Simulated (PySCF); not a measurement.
Species: CH7Cl3Ge2Si.
Geometry (PBE0-D3(BJ)/def2-SVP, Å), atoms numbered from 1 in this order:
```
atom  x, y, z in Å
Cl1   -1.799    0.357    1.889
C2    -1.998    0.629    0.137
Cl3   -3.725    0.781   -0.259
Cl4   -1.150    2.128   -0.333
Si5   -1.228   -0.863   -0.808
Ge6    1.001   -1.190   -0.032
Ge7    2.195    0.866    0.435
H8    -1.305   -0.528   -2.259
H9    -2.098   -2.036   -0.505
H10    1.758   -1.982   -1.119
H11    0.944   -2.063    1.236
H12    3.645    0.510    0.818
H13    1.533    1.609    1.604
H14    2.218    1.766   -0.811
```

Level: CAM-B3LYP/def2-SVPD in PySCF, non-relativistic, on one gas-phase PBE0-D3(BJ)/def2-SVP geometry that isn't relaxed in the solvent. The solvent is an IEF-PCM continuum (van der Waals radii × 1.2), and excitations are vertical TDDFT with non-equilibrium linear response and a frozen core. The model holds no explicit solvent molecules, cavitation or dispersion. Spin–orbit coupling is left out although an atom past zinc is present.

Gas-phase singlets (H = HOMO, L = LUMO):

```
state  E (eV)  λ (nm)      f               leading configurations
   S1   6.182     201  0.012        H-1→L 46%, H→L 26%, H-2→L 13%
   S2   6.455     192  0.047                   H→L 34%, H-2→L 33%
   S3   6.499     191  0.000                            H-3→L 76%
   S4   6.741     184  0.000  H-4→L 34%, H-1→L+3 14%, H-2→L+3 12%
   S5   6.812     182  0.160        H→L+1 21%, H→L 10%, H-5→L 10%
```

Problem. How does the list change in acetone (ε = 20.49)?

Solution. 
```tsv
state	E (eV)	λ (nm)	f	leading configurations	change by rank (eV)
S1	6.170	201	0.017	H-1→L 39%, H→L 30%, H-2→L 19%	-0.012
S2	6.427	193	0.082	H-2→L 37%, H→L 33%, H→L+1 11%	-0.028
S3	6.552	189	0.000	H-3→L 80%	+0.053
S4	6.760	183	0.002	H-6→L 18%, H-4→L 18%, H-2→L+3 17%	+0.019
S5	6.789	183	0.298	H→L+1 27%, H-6→L 9%	-0.023
```

Problem. The ground-state energy changes by -0.061 eV from gas to acetone. By how much does the total energy of gas-phase S3 change?

Solution. E(S3) = E(S0) + excitation energy, so it changes by -0.061 + 0.053 = -0.008 eV: it is lowered less than the ground state, which is what a blue shift means. This is the vertical state, with the slow part of the continuum still set for S0.

Problem. How do the frontier levels move from gas to acetone?

Solution. 
```json
{"orbital": "LUMO+2", "gas (eV)": "0.54", "solvent (eV)": "0.67", "change (eV)": "+0.13", "Löwdin shares, gas": "Ge6 19 %, Cl3 16 %, Cl1 13 %, C2 12 %", "Löwdin shares, solvent": "Cl3 20 %, Cl1 16 %, C2 16 %, Ge6 14 %"}
{"orbital": "LUMO+1", "gas (eV)": "0.34", "solvent (eV)": "0.50", "change (eV)": "+0.16", "Löwdin shares, gas": "Ge7 21 %, Ge6 13 %, Si5 12 %, Cl4 12 %", "Löwdin shares, solvent": "Ge7 22 %, Si5 14 %, Ge6 13 %, Cl4 11 %"}
{"orbital": "LUMO", "gas (eV)": "-0.07", "solvent (eV)": "0.02", "change (eV)": "+0.09", "Löwdin shares, gas": "Cl1 20 %, Cl3 18 %, Cl4 18 %, C2 17 %", "Löwdin shares, solvent": "Cl1 22 %, Cl3 21 %, Cl4 20 %, C2 19 %"}
{"orbital": "HOMO", "gas (eV)": "-9.28", "solvent (eV)": "-9.08", "change (eV)": "+0.20", "Löwdin shares, gas": "Ge6 31 %, Ge7 23 %, Si5 18 %, H12 6 %", "Löwdin shares, solvent": "Ge6 31 %, Ge7 24 %, Si5 18 %, H12 6 %"}
{"orbital": "HOMO-1", "gas (eV)": "-9.81", "solvent (eV)": "-9.68", "change (eV)": "+0.13", "Löwdin shares, gas": "Ge6 20 %, Cl3 18 %, C2 12 %, Ge7 11 %", "Löwdin shares, solvent": "Ge6 25 %, Cl3 15 %, Ge7 12 %, Si5 11 %"}
{"orbital": "HOMO-2", "gas (eV)": "-10.21", "solvent (eV)": "-10.12", "change (eV)": "+0.09", "Löwdin shares, gas": "Cl1 26 %, Cl4 18 %, Si5 15 %, Ge6 12 %", "Löwdin shares, solvent": "Cl1 26 %, Cl4 20 %, Si5 15 %, C2 12 %"}
{"orbital": "HOMO-3", "gas (eV)": "-10.31", "solvent (eV)": "-10.32", "change (eV)": "-0.01", "Löwdin shares, gas": "Cl4 36 %, Cl3 35 %, Cl1 24 %", "Löwdin shares, solvent": "Cl4 37 %, Cl3 33 %, Cl1 23 %"}
```

The HOMO–LUMO gap goes from 9.21 to 9.10 eV.
